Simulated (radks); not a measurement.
Question: These are the eigenvalues of the occupied orbitals of an atom or ion with whole-number occupations (hartree). Calculated with a radial shooting solver on a logarithmic mesh with Libxc functionals: scalar-relativistic Kohn-Sham, PBEsol, spin-polarised, spherical densities, finite nucleus; Fermi nuclear charge, rms radius of each element as measured or else 0.836 A^(1/3) + 0.57 fm.

1s: -325.2860
2s: -39.31285
2p: -33.98453
3s: -4.51950
3p: -2.96243
3d: -0.50135

Which element is it, and in what charge state? The configuration may be excited. Open shells, if any, are filled with parallel spins first.

Answer: Z = 29, copper, charge +1: Cu+ in [Ar] 3d10. The list shows which subshells hold electrons but not how many an open one holds; the 1s level, -325.29 hartree, gives Z - s = 25.5 by -(Z - s)^2/2, which with screening and relativity narrows Z to a few neighbours, and the depths of the outer levels then fix element, charge and occupations together.
